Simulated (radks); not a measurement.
Question: The lutetium ion Lu2+, [Xe] 4f14 6s1. All-electron calculation, non-relativistic Kohn-Sham, r2SCAN, spin-polarised, spherical densities, point nucleus; meta-GGA in the generalised Kohn-Sham scheme. Program: a radial shooting solver on a logarithmic mesh with Libxc functionals. Every spin shell is full or empty, so the densities are truly spherical. Functionals are evaluated on that one density, not self-consistently. Rank these exchange functionals by their error against the exact value of the orbitals, and give that value: LDA, B88, PBE, PW91, OPTX, WC, EV93, APBE, revTPSS, SCAN.

Answer: Exact: -282.216 hartree. From best to worst, with 100 (|E| - |E exact|)/|E exact| (equal figures are ties): PBE -0.14, SCAN +0.24, EV93 -0.26, PW91 +0.26, B88 +0.28, WC -0.45, APBE +0.49, revTPSS -0.71, OPTX +1.96, LDA -3.83.
